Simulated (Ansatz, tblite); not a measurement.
Cost and result up the ladder for the cluster Cs4H3 (the lowest doublet isomer of a short search) (7 atoms). The state is a doublet with charge 0. Geometry: PBE0-D4/def2-TZVP.

```xyz
7

Cs   -2.058    0.795   -3.322
Cs   -1.745   -0.549    2.004
Cs    1.522    0.515   -0.813
Cs    2.130   -1.407    4.337
H     0.599    0.842   -3.467
H    -1.516    0.348   -0.625
H     1.069   -0.544    1.886
```

Ansatz on 4 threads of Arm Neoverse V2 on a shared host; xTB runs through tblite on one thread. Times are rough, summed over both states, and most runs start from the orbitals of an earlier one. PBE0-D4/def2-TZVP serves as the yardstick here, not as an exact answer. The other state is a singlet.

In the def2 sets Cs takes a core potential; there is no spin–orbit coupling. The xTB rows come from tblite. The structure comes from a short search, and lower isomers may exist.

Raw xTB energies of ions are shifted by several eV, and xTB has no spin-polarisation term.

```csv
level,functions,wall time,vertical IE (eV),difference from PBE0-D4/def2-TZVP (eV)
GFN1-xTB,22,0.005 s,10.02,6.80
GFN2-xTB,19,0.005 s,7.26,4.04
PBE-D4/def2-TZVP,134,7 s,3.30,0.08
PBE0-D4/def2-TZVP (with forces),134,9.7 s,3.22,0.00
r2SCAN-D4/def2-TZVP,134,16 s,3.03,-0.19
```
